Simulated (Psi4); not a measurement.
InP, triplet, at a GFN2-xTB geometry (such geometries of metal compounds can be far from the true shape) (all electrons, no relativity).

Input for Psi4:
```
memory 2 GB

molecule mol {
0 3
  In   -0.000000   -0.000000   -0.613897
  P     0.000000    0.000000    2.005398
}

set basis 3-21g
set reference uks
set scf_type pk

energy('m06-l')
print_variables()
```

Problem. What does this run give for the number of basis functions, <S^2>, dipole moment, total energy?

Solution. 
```
Item                               Value
-------------------------  -------------
number of basis functions             46
<S^2>                              2.028
dipole moment                     3.25 D
total energy               -6056.9826 Eh
```

These values belong to the state on which the SCF converged, which isn't shown to be the lowest.
